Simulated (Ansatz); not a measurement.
The first iterations of a band of BH8NSi2 (12 atoms, charge 0, multiplicity 1).

Computed with RKS PBE0-D4/def2-SVP (Ansatz 0.2.0).

```
movable images  : 9
climbing image  : yes
spring          : 5.0 eV/Å²
optimiser       : quadratic models (default)
start path      : through a guess of the saddle point
force threshold : 0.03 eV/Å
iteration limit : 60
end points      : relaxed
```

Initial state:

```xyz
12
Properties=species:S:1:pos:R:3
N -1.909 1.219 0.870
B -0.625 0.748 1.110
Si 0.038 -0.974 0.289
Si 1.651 -0.504 -1.353
H -2.593 0.728 0.307
H -2.253 2.093 1.249
H 0.105 1.423 1.804
H -1.061 -1.760 -0.372
H 0.687 -1.871 1.301
H 2.800 0.245 -0.755
H 2.182 -1.752 -1.986
H 1.056 0.348 -2.431
```

Final state:

```xyz
12
Properties=species:S:1:pos:R:3
N -1.055 1.128 0.521
B -0.109 -0.090 0.136
Si -0.384 -1.723 0.947
Si 1.312 0.245 -1.210
H -1.557 1.487 -0.297
H -0.521 1.913 0.905
H -1.755 0.863 1.218
H -1.462 -1.979 1.962
H 0.421 -2.946 0.680
H 2.289 1.327 -0.815
H 2.112 -0.995 -1.466
H 0.788 0.716 -2.547
```

| iteration | highest image above the first end (eV) | largest band force component (eV/Å) |
| --- | --- | --- |
| 1 | 12.243 | 21.924 |
| 2 | 8.158 | 6.010 |
| 3 | 5.798 | 3.295 |
| 4 | 4.838 | 1.856 |
| 5 | 4.438 | 1.430 |
| 6 | 4.167 | 1.227 |
| 7 | 3.930 | 1.230 |
| 8 | 4.032 | 0.867 |
| 9 | 4.002 | 0.624 |
| 10 | 4.338 | 0.987 |
| 11 | 4.357 | 1.377 |
| 12 | 3.998 | 1.461 |
| 13 | 3.841 | 1.220 |
| 14 | 3.491 | 0.817 |
| 15 | 3.277 | 0.674 |
| 16 | 3.087 | 0.529 |
| 17 | 2.943 | 0.695 |
| 18 | 2.745 | 0.621 |

Does the band converge within its limit, and where does its top end?

The forces met the threshold. It ended after 56 iterations with the highest image 2.217 eV above the first end. The profile has 3 maxima (images 3, 7, 9) with wells between them (images 5, 8): this band takes more than one step, which may be the mechanism or a detour left from its start path. Neighbouring images differ by up to 1.6 eV, so the band resolves the path poorly. A vibrational analysis at the climbing image gives 2 clearly imaginary modes (138i, 47i cm⁻¹): a point of higher order, so a lower path passes nearby. The orbitals stay closed-shell, which can raise the energy where a bond breaks towards radicals; this wasn't checked here.

Time of the run: 16 min on 2 threads of Intel(R) Xeon(R) Platinum 8488C (Sapphire Rapids), on a shared host, peak memory 0.23 GiB.
